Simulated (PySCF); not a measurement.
## Computed vibrations of Hf(NH2)4

Hf(NH2)4 (singlet). PySCF 2.14.0, RKS BP86, Hf def2-SVP with ECP60, N def2-SVP, H def2-SVP; non-relativistic Hamiltonian with scalar-relativistic core potentials where named; density fitting; no spin-orbit coupling. Central differences of gradients.

```xyz
13

Hf    0.0000    0.0000    0.0000
N     1.0585    1.2556    1.2556
H     1.4910    0.9766    2.1461
H     1.4910    2.1461    0.9766
N    -1.0585   -1.2556    1.2556
H    -1.4910   -0.9766    2.1461
H    -1.4910   -2.1461    0.9766
N     1.0585   -1.2556   -1.2556
H     1.4910   -2.1461   -0.9766
H     1.4910   -0.9766   -2.1461
N    -1.0585    1.2556   -1.2556
H    -1.4910    2.1461   -0.9766
H    -1.4910    0.9766   -2.1461
```

Run from Python with OMP_NUM_THREADS=2. Where DIIS fails, smearing, a level shift and second-order steps follow.
It took 87 s on 2 threads of Arm Neoverse V1 (shared host).

**Question.** What are the harmonic wavenumbers and infrared intensities?

**Answer.** Modes are labelled in D2d; negative numbers are unstable modes, those under 60 cm⁻¹ near the noise; a finer grid moves soft modes by up to 10 cm⁻¹.
```csv
cm⁻¹,km/mol,symmetry
-256,–,a2
-120,–,e
-120,–,e
133,1.0,b2
148,0.0,b1
151,0.0,a1
159,3.8,e
159,3.8,e
280,0.0,b1
378,0.0,a2
416,210.9,e
416,210.9,e
442,17.4,e
442,17.4,e
468,272.0,b2
470,0.0,a1
479,0.0,b1
586,130.8,e
586,130.8,e
594,95.8,b2
608,0.0,a1
1458,74.8,b2
1459,22.4,e
1459,22.4,e
1463,0.0,a1
3428,43.5,b2
3429,34.8,e
3429,34.8,e
3431,0.0,a1
3512,0.0,b1
3513,0.0,a2
3513,22.7,e
3513,22.7,e
```

**Question.** Is this a minimum?

**Answer.** No: 3 unstable; the lowest moves the atoms so:
```
Hf   0.00  0.00  0.00
N    0.00  0.01 -0.01
H    0.28 -0.12 -0.18
H   -0.28  0.18  0.12
N    0.00  0.01  0.01
H    0.28 -0.12  0.18
H   -0.28  0.18 -0.12
N    0.00 -0.01  0.01
H   -0.28 -0.18 -0.12
H    0.28  0.12  0.18
N    0.00 -0.01 -0.01
H   -0.28 -0.18  0.12
H    0.28  0.12 -0.18
```
